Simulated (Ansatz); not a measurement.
ClH₃Sn (`[Cl][SnH3]`), relaxed with RKS PBE0-D4/def2-TZVP in Ansatz from a PBE-D4/def2-SVP geometry. The force threshold is 0.005 eV/Å; the program also tests the step.

The species carries charge 0 and has multiplicity 1. Sn: def2 effective core potential.

Start:

```xyz
5

Cl   -1.845    0.339   -1.136
Sn    0.155   -0.029    0.095
H     0.458    1.420    0.976
H     1.385   -0.359   -1.065
H    -0.152   -1.372    1.130
```

Question: How much energy does the relaxation release, and in how many steps? (An estimate is asked.)

Answer: Ansatz gave: 0.02 eV, in 3 steps.

Question: Which bonds change most? (Estimate.)

Answer: Ansatz gave: Cl1–Sn2 from 2.377 to 2.334 Å; Sn2–H4 from 1.723 to 1.700 Å; Sn2–H5 from 1.723 to 1.700 Å; Sn2–H3 from 1.723 to 1.700 Å.

Question: Give the relaxed structure. (Best estimate.)

Answer: Ansatz gave: 
```xyz
5

Cl   -1.808    0.333   -1.113
Sn    0.155   -0.029    0.096
H     0.446    1.406    0.961
H     1.363   -0.355   -1.056
H    -0.156   -1.355    1.112
```
